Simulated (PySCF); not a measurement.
[Ho(NH2)2]+: from a saddle point downhill

PySCF 2.14.0, RKS PBE0, Ho lcecp-1-SVP with ECP56, N def2-SVP, H def2-SVP; non-relativistic Hamiltonian with scalar-relativistic core potentials where named; density fitting; no spin-orbit coupling. Relaxed within the symmetry of its start, the geometry (C2v) is

```xyz
7

Ho    0.0000    0.0000   -0.1963
N     1.7337    0.0000    0.9526
H     2.1565   -0.8098    1.4147
H     2.1565    0.8098    1.4147
N    -1.7337    0.0000    0.9526
H    -2.1565    0.8098    1.4147
H    -2.1565   -0.8098    1.4147
```

and its lowest harmonic modes are -375, -375, 147, 372, 398, 554 cm⁻¹ (negative: unstable). It was moved along the lowest mode and relaxed again, within the group C2 that the move left.

Where does it end, and how much lower?

In C2v, 0.492 eV lower, after 22 steps:
```xyz
7

Ho    0.0000    0.0000   -0.2557
N     1.6245   -0.1647    0.9988
H     2.6212   -0.2618    0.7945
H     1.5433   -0.1660    2.0184
N    -1.6245    0.1647    0.9988
H    -2.6212    0.2618    0.7945
H    -1.5433    0.1660    2.0184
```

How do the contacts change?


```tsv
contact	saddle (Å)	end (Å)
Ho1–N2 (NH2)	2.080	2.059
Ho1–N5 (NH2)	2.080	2.059
```


Is the end a minimum?

Yes; lowest modes 139, 217, 264, 372, 458, 606 cm⁻¹.

An lcecp potential fixes the number of 4f electrons, so in runs with it no electron can move into or out of that shell.

State: singlet in the valence, with the 4f electrons in the core potential.
